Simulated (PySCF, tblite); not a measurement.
Isomers of C4H8NSSi (doublet state), one GFN2-xTB conformer each. Single-point energies are computed at B3LYP/pcH-1 (PySCF, gas phase, no added dispersion term), electronic only. GFN2-xTB treats the open shell by occupation alone, and not every SCF solution was tested for stability.

Problem. Rank them by B3LYP/pcH-1 energy, lowest first (kcal/mol).
A. `[CH3:1][S:2][Si@H:3]([NH2:4])[C:5]1[CH:6]=[CH:7]1` (doublet state) with C1–S2–Si3–N4 -58°, S2–Si3–N4–H -45° and 177°, S2–Si3–C5–C6 -62°
B. `[CH3:1][S:2][Si@H:3]([NH:4])[CH:5]1[CH:6]=[CH:7]1` (doublet state) with C1–S2–Si3–N4 -59°, S2–Si3–N4–H 142°, S2–Si3–C5–C6 40°
C. `[CH3:1][S:2][Si:3]([NH2:4])[CH:5]1[CH:6]=[CH:7]1` (doublet state) with C1–S2–Si3–N4 -58°, S2–Si3–N4–H 174° and -44°, S2–Si3–C5–C6 15°

Solution. C (0.0), A (2.7), B (30.6).

Neighbours under 5.0 kcal/mol apart (CS[Si](N)C1C=C1 and CS[Si@H](N)[C]1C=C1) can change places with a better method, another conformer or zero-point energy. GFN2-xTB itself gives, in the same order: 0.0, 2.5, 3.7. Both levels put the same isomer lowest; measured from each level's own lowest isomer, the values differ by up to 26.9 kcal/mol (CS[Si@H]([NH])C1C=C1: 3.7 against 30.6).

Problem. What happens when harmonic zero-point energies from GFN2-xTB frequencies are added?

Solution. 
| SMILES | ZPE (kcal/mol) | electronic (kcal/mol) | with ZPE (kcal/mol) |
| --- | --- | --- | --- |
| CS[Si](N)C1C=C1 | 68.4 | 0.0 | 0.0 |
| CS[Si@H](N)[C]1C=C1 | 66.2 | 2.7 | 0.5 |
| CS[Si@H]([NH])C1C=C1 | 66.1 | 30.6 | 28.2 |

The zero-point energies span 2.3 kcal/mol. The order is unchanged.

Problem. As an exercise, what shares would exp(−E/RT) give at 2000 K from these electronic energies alone (no entropy, no degeneracies)?

Solution. RT = 3.974 kcal/mol: CS[Si](N)C1C=C1 66.6 %, CS[Si@H](N)[C]1C=C1 33.4 %, CS[Si@H]([NH])C1C=C1 under 0.1 %.
